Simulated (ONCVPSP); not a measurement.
C, ONCV: configuration errors across variants

```json
{
  "Element": "C",
  "Generator": "ONCVPSP 4.0.1",
  "Type": "optimised norm-conserving Vanderbilt (ONCV)",
  "Functional": "PBE",
  "Relativity": "scalar-relativistic",
  "Frozen core": "[He]",
  "Valence charge": "4",
  "Reference configuration": "2s2 2p2",
  "Partial waves": "2s: rc 1.10 bohr, ncon 4, nbas 8, qcut 4.7 1/bohr, 2 projectors, debl 3 Ha; 2p: rc 1.10 bohr, ncon 3, nbas 8, qcut 8.3 1/bohr, local; d scattering state at 0.16 Ha: rc 1.50 bohr, ncon 4, nbas 7, qcut 5.7 1/bohr, 2 projectors, debl 0.4 Ha",
  "Local potential": "the p channel",
  "Core correction": "polynomial model core, fcfact 0.4"
}
```

All-electron excitation energies from the reference (eV): (1) 2s2 2p1 10.861; (2) 2s2 2p0 35.017; (3) 2s1 2p0 83.211; (4) 2s0 2p4 16.975.

1 further variants failed, have other tests or too few solved ones, and are left out.

A true bound ghost makes a file unfit for plane-wave use even where its test errors are small: the radial tests pick states by their node count and pass the ghost by.

Errors AE − PS in meV (a dash: test not solved or not reliable):

| change | (1) | (2) | (3) | (4) | bound ghosts | GHOST(+) flags above zero |
| --- | --- | --- | --- | --- | --- | --- |
| base | +5.1 | +72 | +139 | +41 | none | d |
| d: qcut 6 | +5.1 | +72 | +139 | +41 | none | d |
| all radii but the core radius scaled by about 1.28 (s 1.40, p 1.40, d 1.92 bohr) | +12 | +143 | +202 | +30 | none | d |
| s: qcut 3.4; p: qcut 6; d: qcut 4.1 | +7.4 | +119 | +205 | +70 | d | s |
| s: rc 1.42 | +8.8 | +104 | +120 | +29 | none | d |

Question: Give the same row for: core correction Teter function fitted to the true core (icmod 2), fcfact 0.6.

Answer: +6.2, +86, +175, +41; bound ghosts: none; GHOST(+) flags above zero: d.
